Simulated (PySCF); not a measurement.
## Rh³²⁺: fine-structure interval

Rh³²⁺ [Ne] 3s2 3p1 [3p1/2^1, M_J = 1/2] → Rh³²⁺ [Ne] 3s2 3p1 [3p3/2^1, M_J = 3/2], as a difference of total energies. Computed with PySCF 2.14 in an uncontracted even-tempered set (19 s from 5.5 bohr⁻², ratio 2.4; 13 p from 7.2 bohr⁻², ratio 2.4; 4 d from 25 bohr⁻², ratio 2.6; 4 f from 38 bohr⁻², ratio 2.6), with the two-component X2C-1e Hamiltonian. Correlated levels: 1s2 frozen; the 50 highest virtual spinors dropped. "Screened" scales the spin-orbit matrix elements by Boettger's factors to mimic the two-electron term; Breit and QED terms are absent.

```
                    method  fine-structure interval (cm⁻¹)
 GHF (screened spin-orbit)                          293000
GMP2 (screened spin-orbit)                          290790
     GHF (bare spin-orbit)                          307040
```
